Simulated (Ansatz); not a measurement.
Basis-set extrapolation for C8H12, SMILES `C=CC1CC=CCC1` (PBE0-D4/def2-TZVP geometry, frozen core, the Gaussian-basis code of Ansatz). Multiplicity 1, RHF reference.

```json
{"": "HF", "def2-TZVPP": "-310.011553", "def2-QZVPP": "-310.025251"}
{"": "MP2 correlation", "def2-TZVPP": "-1.322225", "def2-QZVPP": "-1.404744"}
{"": "CCSD(T) correlation", "def2-TZVPP": "-1.450034", "def2-QZVPP": "not run"}
```

Energies in hartree. Use E(X) = E(∞) + A·exp(−7.88·√X) for Hartree–Fock and E(X) = E(∞) + B·X^(−2.97) for correlation, with X = 3 and 4, and add CCSD(T) minus MP2 of the smaller set to the MP2 limit.

Question: What is the CCSD(T) energy at the basis-set limit?

Answer: HF limit: -310.025251 + (-0.013698) × 0.13774 = -310.02714. MP2 limit: -1.404744 + (-0.082519) × 0.74074 = -1.46587. Higher-order term: -1.450034 − (-1.322225) = -0.12781. Total: -311.62082 hartree, 418.1 kJ/mol below CCSD(T)/def2-TZVPP.
